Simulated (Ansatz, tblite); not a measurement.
Removing an electron: Li₆H₇⁻. Total charge -1; singlet. Geometry: PBE0-D4/def2-TZVPD. Ansatz, gas phase; energy differences of separate SCF runs; the oxidised species was run as a doublet alone.

| atom | x (Å) | y (Å) | z (Å) |
| --- | --- | --- | --- |
| Li1 | -0.208 | 1.385 | -1.199 |
| Li2 | 1.087 | 1.296 | 0.950 |
| Li3 | 0.476 | -1.340 | 1.175 |
| Li4 | -1.254 | 0.294 | 1.186 |
| Li5 | -1.335 | -0.691 | -0.910 |
| Li6 | 1.191 | -0.950 | -1.197 |
| H7 | 0.244 | 0.379 | 2.319 |
| H8 | 0.270 | 0.043 | -0.030 |
| H9 | 1.097 | 2.433 | -0.422 |
| H10 | -1.893 | 1.022 | -0.410 |
| H11 | -1.367 | -1.523 | 0.761 |
| H12 | -0.152 | -0.376 | -2.333 |
| H13 | 1.843 | -1.973 | 0.110 |

The xTB rows come from tblite. The structure comes from a short search, and lower isomers may exist.

```tsv
level	−HOMO (eV)	vertical IE (eV)	−LUMO (eV)	HOMO–LUMO gap (eV)
GFN1-xTB	5.64	8.21	2.77	2.87
GFN2-xTB	7.38	9.12	0.49	6.88
PBE-D4/def2-TZVPD	0.97	3.22	-2.24	3.21
r2SCAN-D4/def2-TZVPD	1.13	3.24	-2.72	3.85
PBE0-D4/def2-TZVPD	1.95	3.54	-2.58	4.53
```

 Raw xTB energy differences between charge states are shifted by several eV; the methods need an empirical correction for them.
